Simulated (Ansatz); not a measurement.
Cost and result for the atomization energy of F₂H₅NO₂Si₂, SMILES `O[SiH](O)N[SiH](F)F` (12 atoms, 11 bonds).

```xyz
12

O    -0.805   -0.192    2.273
Si    0.223    0.351    1.130
O     1.381   -0.776    0.869
N    -0.654    0.527   -0.335
Si   -0.381   -0.331   -1.772
F    -1.213    0.383   -2.918
F     1.160   -0.245   -2.162
H    -0.493   -0.231    3.178
H     0.821    1.638    1.560
H     2.115   -0.550    0.295
H    -1.423    1.183   -0.351
H    -0.731   -1.757   -1.768
```

Charge 0, multiplicity 1. The structure was optimised at the PBE0-D4/def2-TZVP level. It is one conformer, not always the lowest. Program: Ansatz. All runs use 2 threads of an AMD EPYC 7R13 on a shared host and a share of an NVIDIA H100 80 GB. Times are those of one run each, without the atoms' runs, and a repeat can differ threefold. Electronic energies, without spin–orbit coupling; frozen cores. CCSD(T)/CBS adds CCSD(T) − MP2 in def2-TZVPP to the MP2 limit, and its time is that of the two runs behind it. T1 = 0.012. B3LYP takes the VWN-RPA correlation (the form of Gaussian; ORCA's B3LYP/G).

CCSD(T)/CBS is a level of theory with its own doubt, some kJ/mol a heavy atom from the limit and from the frozen cores, so smaller differences don't rank the functionals.

```
                             level  functions  wall time
                PBE0-D4/def2-TZVPP        309        6 s
                 B2PLYP/def2-TZVPP        309      6.5 s
r2SCAN-D4/def2-TZVPP (with forces)        309      6.5 s
   PBE-D4/def2-TZVPP (with forces)        309      7.5 s
                    MP2/def2-QZVPP        575      7.5 s
                ωB97X-V/def2-TZVPP        309       11 s
  ωB97M-V/def2-TZVPP (with forces)        309       12 s
 B3LYP-D4/def2-TZVPP (with forces)        309       12 s
                CCSD(T)/def2-TZVPP        309       13 s
                 CCSD(T)/CBS(def2)          –       20 s
```

Q: What atomization energy does each give, and how far from CCSD(T)/CBS? (Best estimate.)

A: The calculation gave: 
| level | atomization (kcal/mol) | difference from CCSD(T)/CBS | per bond |
| --- | --- | --- | --- |
| PBE0-D4/def2-TZVPP | 1139.5 | -25.7 | -2.3 |
| B2PLYP/def2-TZVPP | 1143.9 | -21.3 | -1.9 |
| r2SCAN-D4/def2-TZVPP (with forces) | 1155.5 | -9.7 | -0.9 |
| PBE-D4/def2-TZVPP (with forces) | 1165.8 | 0.6 | 0.1 |
| MP2/def2-QZVPP | 1185.8 | 20.6 | 1.9 |
| ωB97X-V/def2-TZVPP | 1160.7 | -4.5 | -0.4 |
| ωB97M-V/def2-TZVPP (with forces) | 1161.3 | -3.9 | -0.4 |
| B3LYP-D4/def2-TZVPP (with forces) | 1150.3 | -14.9 | -1.4 |
| CCSD(T)/def2-TZVPP | 1125.7 | -39.5 | -3.6 |
| CCSD(T)/CBS(def2) | 1165.2 | 0.0 | 0.0 |

In def2-TZVPP, CCSD(T) changes the Hartree–Fock value by +298.0 kcal/mol (the triples alone add +17.4 kcal/mol) and MP2 by +333.9 kcal/mol; breaking electron pairs costs correlation energy, which Hartree–Fock lacks. From PBE to PBE0 (25 % exact exchange), in def2-TZVPP and without D4, the atomization energy moves by −25.2 kcal/mol: exact exchange takes away binding that semilocal exchange gives to molecules. The D4 term adds +11.5 kcal/mol with B3LYP and +6.0 kcal/mol with PBE0; it sums over pairs of atoms, weighted by their polarisabilities, and B3LYP, whose exchange is more repulsive, gets the larger term.
